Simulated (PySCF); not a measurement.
Species: C₇H₈O.
Atom-mapped SMILES: `[CH2:1]=[C:2]([CH3:3])[c:4]1[cH:5][cH:6][o:7][cH:8]1` (hydrogens: H9, H10 on C1; H11, H12, H13 on C3; H14 on C5; H15 on C6; H16 on C8)

The same species was optimised twice, with GFN2-xTB and with PBE0-D3(BJ)/def2-SVP (PySCF), and the same property calculations (PySCF, gas phase) were run on both structures.

```json
{"coordinate": "C1=C2 (Å)", "GFN2-xTB": "1.330", "PBE0-D3(BJ)/def2-SVP": "1.342", "change": "+0.012"}
{"coordinate": "C4–C5 (Å)", "GFN2-xTB": "1.428", "PBE0-D3(BJ)/def2-SVP": "1.440", "change": "+0.012"}
{"coordinate": "C2–C4 (Å)", "GFN2-xTB": "1.457", "PBE0-D3(BJ)/def2-SVP": "1.466", "change": "+0.009"}
{"coordinate": "C6–O7 (Å)", "GFN2-xTB": "1.344", "PBE0-D3(BJ)/def2-SVP": "1.349", "change": "+0.005"}
{"coordinate": "O7–C8 (Å)", "GFN2-xTB": "1.342", "PBE0-D3(BJ)/def2-SVP": "1.346", "change": "+0.004"}
{"coordinate": "C5–C6 (Å)", "GFN2-xTB": "1.356", "PBE0-D3(BJ)/def2-SVP": "1.359", "change": "+0.003"}
{"coordinate": "C4–C8 (Å)", "GFN2-xTB": "1.371", "PBE0-D3(BJ)/def2-SVP": "1.372", "change": "+0.001"}
{"coordinate": "C2–C3 (Å)", "GFN2-xTB": "1.501", "PBE0-D3(BJ)/def2-SVP": "1.501", "change": "0.000"}
{"coordinate": "C3–C2–C4 (°)", "GFN2-xTB": "116.0", "PBE0-D3(BJ)/def2-SVP": "116.6", "change": "+0.6"}
{"coordinate": "C2–C4–C8 (°)", "GFN2-xTB": "127.0", "PBE0-D3(BJ)/def2-SVP": "126.5", "change": "-0.5"}
{"coordinate": "C2–C4–C5 (°)", "GFN2-xTB": "128.3", "PBE0-D3(BJ)/def2-SVP": "128.7", "change": "+0.4"}
{"coordinate": "C6–O7–C8 (°)", "GFN2-xTB": "106.9", "PBE0-D3(BJ)/def2-SVP": "107.3", "change": "+0.4"}
{"coordinate": "C1–C2–C4 (°)", "GFN2-xTB": "122.3", "PBE0-D3(BJ)/def2-SVP": "121.9", "change": "-0.4"}
{"coordinate": "C5–C6–O7 (°)", "GFN2-xTB": "110.8", "PBE0-D3(BJ)/def2-SVP": "110.6", "change": "-0.2"}
{"coordinate": "C1–C2–C3 (°)", "GFN2-xTB": "121.7", "PBE0-D3(BJ)/def2-SVP": "121.5", "change": "-0.2"}
{"coordinate": "C4–C8–O7 (°)", "GFN2-xTB": "111.2", "PBE0-D3(BJ)/def2-SVP": "111.1", "change": "-0.1"}
{"coordinate": "C1–C2–C4–C5 (°)", "GFN2-xTB": "0", "PBE0-D3(BJ)/def2-SVP": "0", "change": "0"}
```

Rotational constants: A = 4784, B = 1568, C = 1190 MHz (GFN2-xTB) against A = 4738, B = 1551, C = 1177 MHz (PBE0-D3(BJ)/def2-SVP). Point groups within 0.08 Å: Cs and Cs.

On the GFN2-xTB structure: lowest singlet, TDDFT (eV) 5.67 [CAM-B3LYP/def2-SVPD]; lowest triplet, Tamm–Dancoff (eV) 3.47 [CAM-B3LYP/def2-SVPD]; isotropic polarisability (au) 84.2 [CAM-B3LYP/def2-SVPD]; HOMO (eV) -7.64 [CAM-B3LYP/def2-SVPD]; LUMO (eV) 0.60 [CAM-B3LYP/def2-SVPD]; dipole (D) 0.38 [CAM-B3LYP/def2-SVPD]; HOMO (eV) -6.40 [PBE0/pcSseg-1]; LUMO (eV) -0.40 [PBE0/pcSseg-1]; dipole (D) 0.30 [PBE0/pcSseg-1]; GIAO shielding of C1 (ppm) 70.8 [PBE0/pcSseg-1]; GIAO shielding of C2 (ppm) 44.5 [PBE0/pcSseg-1]; GIAO shielding of C3 (ppm) 163.4 [PBE0/pcSseg-1]; GIAO shielding of C4 (ppm) 52.5 [PBE0/pcSseg-1]; GIAO shielding of C5 (ppm) 72.5 [PBE0/pcSseg-1]; GIAO shielding of C6 (ppm) 38.6 [PBE0/pcSseg-1]; GIAO shielding of O7 (ppm) 40.0 [PBE0/pcSseg-1]; GIAO shielding of C8 (ppm) 42.8 [PBE0/pcSseg-1].

**Question.** What do these properties become on the PBE0-D3(BJ)/def2-SVP structure?

**Answer.** 
```json
{"property": "lowest singlet, TDDFT (eV)", "level": "CAM-B3LYP/def2-SVPD", "on GFN2-xTB": "5.67", "on PBE0-D3(BJ)/def2-SVP": "5.64", "change": "-0.03"}
{"property": "lowest triplet, Tamm–Dancoff (eV)", "level": "CAM-B3LYP/def2-SVPD", "on GFN2-xTB": "3.47", "on PBE0-D3(BJ)/def2-SVP": "3.41", "change": "-0.06"}
{"property": "isotropic polarisability (au)", "level": "CAM-B3LYP/def2-SVPD", "on GFN2-xTB": "84.2", "on PBE0-D3(BJ)/def2-SVP": "85.6", "change": "+1.4"}
{"property": "HOMO (eV)", "level": "CAM-B3LYP/def2-SVPD", "on GFN2-xTB": "-7.64", "on PBE0-D3(BJ)/def2-SVP": "-7.64", "change": "0.00"}
{"property": "LUMO (eV)", "level": "CAM-B3LYP/def2-SVPD", "on GFN2-xTB": "0.60", "on PBE0-D3(BJ)/def2-SVP": "0.56", "change": "-0.04"}
{"property": "dipole (D)", "level": "CAM-B3LYP/def2-SVPD", "on GFN2-xTB": "0.38", "on PBE0-D3(BJ)/def2-SVP": "0.36", "change": "-0.02"}
{"property": "energy, GFN2-xTB geometry as zero (kcal/mol)", "level": "CAM-B3LYP/def2-SVPD", "on GFN2-xTB": "0.0", "on PBE0-D3(BJ)/def2-SVP": "-0.8", "change": "-0.8"}
{"property": "HOMO (eV)", "level": "PBE0/pcSseg-1", "on GFN2-xTB": "-6.40", "on PBE0-D3(BJ)/def2-SVP": "-6.40", "change": "0.00"}
{"property": "LUMO (eV)", "level": "PBE0/pcSseg-1", "on GFN2-xTB": "-0.40", "on PBE0-D3(BJ)/def2-SVP": "-0.44", "change": "-0.04"}
{"property": "dipole (D)", "level": "PBE0/pcSseg-1", "on GFN2-xTB": "0.30", "on PBE0-D3(BJ)/def2-SVP": "0.28", "change": "-0.02"}
{"property": "energy, GFN2-xTB geometry as zero (kcal/mol)", "level": "PBE0/pcSseg-1", "on GFN2-xTB": "0.0", "on PBE0-D3(BJ)/def2-SVP": "-0.4", "change": "-0.4"}
{"property": "GIAO shielding of C1 (ppm)", "level": "PBE0/pcSseg-1", "on GFN2-xTB": "70.8", "on PBE0-D3(BJ)/def2-SVP": "67.0", "change": "-3.8"}
{"property": "GIAO shielding of C2 (ppm)", "level": "PBE0/pcSseg-1", "on GFN2-xTB": "44.5", "on PBE0-D3(BJ)/def2-SVP": "42.2", "change": "-2.3"}
{"property": "GIAO shielding of C3 (ppm)", "level": "PBE0/pcSseg-1", "on GFN2-xTB": "163.4", "on PBE0-D3(BJ)/def2-SVP": "161.6", "change": "-1.8"}
{"property": "GIAO shielding of C4 (ppm)", "level": "PBE0/pcSseg-1", "on GFN2-xTB": "52.5", "on PBE0-D3(BJ)/def2-SVP": "51.7", "change": "-0.8"}
{"property": "GIAO shielding of C5 (ppm)", "level": "PBE0/pcSseg-1", "on GFN2-xTB": "72.5", "on PBE0-D3(BJ)/def2-SVP": "71.6", "change": "-0.9"}
{"property": "GIAO shielding of C6 (ppm)", "level": "PBE0/pcSseg-1", "on GFN2-xTB": "38.6", "on PBE0-D3(BJ)/def2-SVP": "37.4", "change": "-1.2"}
{"property": "GIAO shielding of O7 (ppm)", "level": "PBE0/pcSseg-1", "on GFN2-xTB": "40.0", "on PBE0-D3(BJ)/def2-SVP": "36.0", "change": "-4.0"}
{"property": "GIAO shielding of C8 (ppm)", "level": "PBE0/pcSseg-1", "on GFN2-xTB": "42.8", "on PBE0-D3(BJ)/def2-SVP": "41.7", "change": "-1.1"}
```

The heavy atoms differ by 0.011 Å rms after alignment. Among bonds between heavy atoms C1=C2 and C4–C5 change most and about equally (+0.012 Å). Changes are differences of the printed values. Neither structure is proved a minimum here.

Conformer computed: `[CH2:1]=[C:2]([CH3:3])[c:4]1[cH:5][cH:6][o:7][cH:8]1`: C1–C2–C4–C5 0°.
